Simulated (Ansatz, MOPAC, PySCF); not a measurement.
Ligand exchange on a metal centre used in film growth or etching (Cd OH-NH2). Gas-phase values, no solvent. One relaxed conformer stands for each flexible species; it need not be the lowest.

Quantity: redistribution energy (mixed species minus the weighted end members), in kcal/mol. Semi-empirical values (MOPAC) are differences of heats of formation.

Level 1: frozen-core MP2/def2-TZVPP // r2SCAN-D4/def2-SVP (Ansatz, a quantum-chemistry and plane-wave program)
Level 2: B3LYP/LANL2DZ // r2SCAN-D4/def2-SVP (PySCF)
Level 3: BP86/6-31G* (LANL2DZ on Cd) // r2SCAN-D4/def2-SVP (PySCF)
Level 4: PM3 // r2SCAN-D4/def2-SVP (MOPAC)

```tsv
species	level 1	level 2	level 3	level 4
1 of 2 OH replaced by NH2: [Cd(OH)(NH2)]	-0.63	0.03	-0.92	0.22
```
